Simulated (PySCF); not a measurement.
**Assignment exercise: C$_{9}$H$_{12}$**

Geometry:
```csv
atom,x (Å),y (Å),z (Å)
C1,-2.215,0.099,1.126
C2,-1.458,-0.456,-0.081
C3,-2.049,0.056,-1.394
C4,0.026,-0.172,0.013
C5,0.513,1.142,0.023
C6,1.878,1.401,0.110
C7,2.789,0.348,0.190
C8,2.321,-0.964,0.181
C9,0.952,-1.217,0.093
H10,-2.155,1.198,1.163
H11,-3.282,-0.173,1.078
H12,-1.803,-0.290,2.068
H13,-1.573,-1.553,-0.069
H14,-1.983,1.153,-1.461
H15,-3.113,-0.218,-1.478
H16,-1.517,-0.363,-2.261
H17,-0.188,1.980,-0.038
H18,2.235,2.434,0.117
H19,3.861,0.551,0.258
H20,3.024,-1.798,0.242
H21,0.591,-2.249,0.087
```

Theoretical values (PySCF 2.14.0 with density-fitted response routines): geometry from PBE0-D3(BJ)/def2-SVP, HF/pcSseg-1 with gauge-including orbitals. In vacuum, rapidly exchanging positions averaged, a single conformation, non-relativistic.

Chemical shifts δ = σref − σ; ¹³C (190.85 ppm), ¹H (31.69 ppm) against TMS, all at this level.

**Question.** Assign these signals to the numbered atoms. ¹³C{¹H} NMR (computed): δ 156.9, 136.7, 133.9, 133.1, 32.6, 25.6.

**Answer.** 
| δ (ppm) | atoms | environment | reason |
| --- | --- | --- | --- |
| 156.9 | C4 | substituted aromatic carbon | – |
| 136.7 | C6/C8 | aromatic CH | the aromatic region |
| 133.9 | C5/C9 | aromatic CH | – |
| 133.1 | C7 | aromatic CH | – |
| 32.6 | C2 | sp3 CH on an aromatic ring | a saturated carbon with 3 carbon neighbours and no heteroatom attached |
| 25.6 | C1/C3 | methyl carbon | saturated and bonded to C and H only |

C5/C9 and C7 lie closer than the usual error of such a calculation, so a measured spectrum could show them in the other order.

**Question.** Assign these signals to the numbered atoms. ¹H NMR (600 MHz, computed): δ 7.49 (m, 2H), 7.36 (m, 2H), 7.34 (m, 1H), 2.23 (sept, 1H), 1.23 (d, 6H).

**Answer.** 
| δ (ppm) | atoms | environment | reason |
| --- | --- | --- | --- |
| 7.49 | H18/H20 | hydrogen on an aromatic CH | the ring current deshields protons in the ring plane |
| 7.36 | H17/H21 | hydrogen on an aromatic CH | – |
| 7.34 | H19 | hydrogen on an aromatic CH | – |
| 2.23 | H13 | hydrogen on an sp3 CH on an aromatic ring | benzylic-type position, deshielded by the ring |
| 1.23 | H10/H11/H12/H14/H15/H16 | hydrogen on a methyl carbon | – |

H17/H21 and H19 lie closer than the usual error of such a calculation, so a measured spectrum could show them in the other order.

Shifts are as computed. Against solution values, carbons near 30 ppm lie about -0 ppm off and those near 130 ppm about +7 ppm. Of 1211 compounds with measured shifts, 218 miss one by over three times the rms of a fit or turn the order of signals round; such compounds aren't used in these exercises. No couplings were computed; multiplicities are counted from neighbouring protons, with m where these are inequivalent, close in shift, in a saturated or five-membered ring or joined by F or P, and br s for small geminal =CH2 splittings.
